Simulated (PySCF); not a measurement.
Isomers of C5H7NO2, mass 113.048 u with the commonest isotopes. Method: PBE0/pcSseg-1 in PySCF (dipole) on a GFN2-xTB geometry, gas phase. One conformer each, none proved a minimum here; rigid rotors.

Question: Order these by dipole moment, largest first.
A. `[CH3:1][O:2][c:3]1[n:4][cH:5][o:6][c:7]1[CH3:8]` with C1–O2–C3–N4 0°
B. `[CH3:1][NH:2][C:3](=[O:4])/[CH:5]=[CH:6]/[CH:7]=[O:8]` with C1–N2–C3–O4 -1°, N2–C3–C5–C6 180°, C5–C6–C7–O8 0°
C. `[CH3:1][C@@H:2]1[O:3][CH2:4][O:5][C@H:6]1[C:7]#[N:8]` with C1–C2–O3–C4 -146°, C2–O3–C4–O5 38°, O3–C4–O5–C6 -36°, C4–O5–C6–C7 -100°
D. `[CH3:1][O:2][c:3]1[cH:4][cH:5][c:6]([NH2:7])[o:8]1` with C1–O2–C3–C4 180°

Answer: C (3.01 D), B (2.59 D), D (2.47 D), A (0.27 D).

Question: Order these by radius of gyration √(Σ m r²/M), largest first.
A. `[O:1]=[CH:2][NH:3][C:4]1=[CH:5][O:6][CH2:7][CH2:8]1` with O1–C2–N3–C4 0°, C2–N3–C4–C5 179°
B. `[CH3:1][O:2][c:3]1[n:4][cH:5][o:6][c:7]1[CH3:8]` with C1–O2–C3–N4 0°
C. `[CH3:1][NH:2][C:3](=[O:4])/[CH:5]=[CH:6]/[CH:7]=[O:8]` with C1–N2–C3–O4 -1°, N2–C3–C5–C6 180°, C5–C6–C7–O8 0°
D. `[CH3:1][O:2][c:3]1[cH:4][cH:5][c:6]([NH2:7])[o:8]1` with C1–O2–C3–C4 180°

Answer: C (2.385 Å), A (2.010 Å), D (1.947 Å), B (1.889 Å).

Question: Order these by rotational constant B, largest first.
A. `[CH3:1][O:2][c:3]1[cH:4][cH:5][c:6]([NH2:7])[o:8]1` with C1–O2–C3–C4 180°
B. `[CH3:1][NH:2][C:3](=[O:4])/[CH:5]=[CH:6]/[CH:7]=[O:8]` with C1–N2–C3–O4 -1°, N2–C3–C5–C6 180°, C5–C6–C7–O8 0°
C. `[O:1]=[CH:2][NH:3][C:4]1=[CH:5][O:6][CH2:7][CH2:8]1` with O1–C2–N3–C4 0°, C2–N3–C4–C5 179°
D. `[CH3:1][O:2][c:3]1[n:4][cH:5][o:6][c:7]1[CH3:8]` with C1–O2–C3–N4 0°

Answer: D (1925 MHz), A (1584 MHz), C (1385 MHz), B (891.1 MHz).

```csv
SMILES,point group,Ia (u·Å²),Ib (u·Å²),Ic (u·Å²),κ,μa (D),μb (D),μc (D)
COc1ncoc1C,Cs,143.93,262.53,400.15,-0.41,0.17,0.22,0.00
COc1ccc(N)o1,–,111.41,319.15,426.83,-0.76,0.79,2.04,1.14
O=CNC1=COCC1,–,94.88,364.97,453.52,-0.87,0.27,2.48,0.05
CNC(=O)/C=C/C=O,Cs,77.40,567.13,641.33,-0.96,1.99,1.65,0.02
C[C@@H]1OCO[C@H]1C#N,C1,164.18,265.85,364.45,-0.39,2.82,0.79,0.69
```
